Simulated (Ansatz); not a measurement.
Consider the formal loss of a carbene: `[CH3][GaH][SiH3]` → `[CH2]` (triplet) + `[SiH3][GaH2]`.

Isolated molecules relaxed with PBE0-D4/def2-TZVP in Ansatz; ΔE leaves out vibrations. CCSD(T)/CBS is the MP2 limit (def2-TZVPP, def2-QZVPP) plus CCSD(T) − MP2 in def2-TZVPP, frozen cores. This one scheme is used for every species. Functionals use def2-TZVPP. HSE06 is defined as in plane-wave codes. Triplets are unrestricted, without spin–orbit coupling. For Ga outer-core shells are correlated without core-valence functions, which leaves a few kJ/mol of doubt a bond. Scalar relativity is left out up to krypton.

CCSD(T)/CBS gives +473.3 kJ/mol.

Task: Another level gave +441.4 kJ/mol. Which?
A. SCS-MP2/def2-TZVPP
B. r2SCAN-D4/def2-TZVPP
C. HSE06/def2-TZVPP
D. r2SCAN0/def2-TZVPP

Result: D. r2SCAN0 441.4, HSE06 462.5, r2SCAN-D4 447.9, SCS-MP2/def2-TZVPP 473.4 kJ/mol.

Largest T1 diagnostic among the species: 0.013.

In def2-TZVPP, CCSD(T) changes the Hartree–Fock value by +144.9 kJ/mol (the triples alone add +12.0 kJ/mol) and MP2 by +161.2 kJ/mol. From BLYP to BHLYP (50 % exact exchange), in def2-TZVPP and without D4, ΔE moves by −9.5 kJ/mol.
